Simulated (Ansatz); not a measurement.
One change: `[Cl][Ga]([Cl])[Br]` becomes `N#[C][Ga]([Cl])[Cl]`.

Ansatz, PBE0-D4/def2-TZVP geometries, multiplicity 1. 

Scalar relativity is left out up to krypton.

```csv
property,`[Cl][Ga]([Cl])[Br]`
size of the dipole moment (ωB97M-V/def2-TZVPP) / D,0.28
HOMO–LUMO gap (PBE0/def2-TZVPP) / eV,6.97
zero-point energy (PBE0-D4/def2-TZVP) / kJ/mol,9.2
size of the dipole moment (PBE/def2-TZVPP) / D,0.32
HOMO energy (PBE0/def2-TZVPP) / eV,-9.01
LUMO energy (ωB97M-V/def2-TZVPP) / eV,-0.09
```

(1) Give the same properties after the change, and the shifts. (Best estimate.)

## Answers

(1) Ansatz gave: 
```json
{"property": "size of the dipole moment (ωB97M-V/def2-TZVPP) / D", "`N#[C][Ga]([Cl])[Cl]`": "2.08", "shift": "1.80"}
{"property": "HOMO–LUMO gap (PBE0/def2-TZVPP) / eV", "`N#[C][Ga]([Cl])[Cl]`": "7.24", "shift": "0.27"}
{"property": "zero-point energy (PBE0-D4/def2-TZVP) / kJ/mol", "`N#[C][Ga]([Cl])[Cl]`": "27.6", "shift": "18.4"}
{"property": "size of the dipole moment (PBE/def2-TZVPP) / D", "`N#[C][Ga]([Cl])[Cl]`": "2.05", "shift": "1.73"}
{"property": "HOMO energy (PBE0/def2-TZVPP) / eV", "`N#[C][Ga]([Cl])[Cl]`": "-9.84", "shift": "-0.83"}
{"property": "LUMO energy (ωB97M-V/def2-TZVPP) / eV", "`N#[C][Ga]([Cl])[Cl]`": "-0.73", "shift": "-0.64"}
```

With PBE0 the HOMO falls by 0.83 eV and the LUMO falls by 0.56 eV, so the gap widens by about 0.27 eV. PBE moves the HOMO by -0.72 eV and ωB97M-V by -0.88 eV. The zero-point energy changes by 18.4 kJ/mol with +3 modes. Dipoles are sizes alone; their direction can turn.

Spin–orbit coupling is left out; it splits and shifts lone-pair levels of the heavy atoms by tenths of an eV.
